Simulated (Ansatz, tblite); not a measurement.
Bond stretch in In2(mu-Cl)2(Me)4, C4H12Cl2In2, singlet. The In1–C17 bond (In1 also carries C, Cl, Cl; C17 carries H, H, H) is stretched with both fragments frozen at the PBE0/def2-SVP, def2 effective core potentials past Kr optimised geometry.

- GFN2-xTB, 300 K electronic temperature (tblite)
- UKS-PBE0 = unrestricted PBE0/def2-SVP, def2 effective core potentials past Kr (Ansatz, a first-principles code)

Energies relative to the lowest point of each curve near equilibrium, in kJ/mol; the last columns give the difference from UKS-PBE0:

```tsv
R / Å	GFN2-xTB	UKS-PBE0	GFN2-xTB − UKS-PBE0
1.76	237.2	166.5	70.7
1.88	96.4	65.0	31.4
2.02	24.3	11.7	12.6
2.08	10.3	2.9	7.4
2.14	2.7	0.0	2.7
2.23	0.0	4.1	-4.1
2.30	3.1	12.3	-9.2
2.44	18.0	37.4	-19.4
2.58	39.9	69.1	-29.1
2.81	82.6	125.6	-43.0
3.11	138.4	196.4	-58.0
3.52	202.3	258.2	-56.0
3.99	253.4	285.3	-31.9
4.46	284.4	295.1	-10.7
5.27	307.3	299.8	7.4
6.22	312.9	301.0	11.9
```

GFN2-xTB is furthest from UKS-PBE0 at 1.76 (70.7 kJ/mol, above); its mean absolute difference over the points is 25.3 kJ/mol.

The unrestricted determinant behind UKS-PBE0 is spin-contaminated at 3.52 to 6.22 Å (<S²> up to 1.0, against 0.00 for a pure singlet).
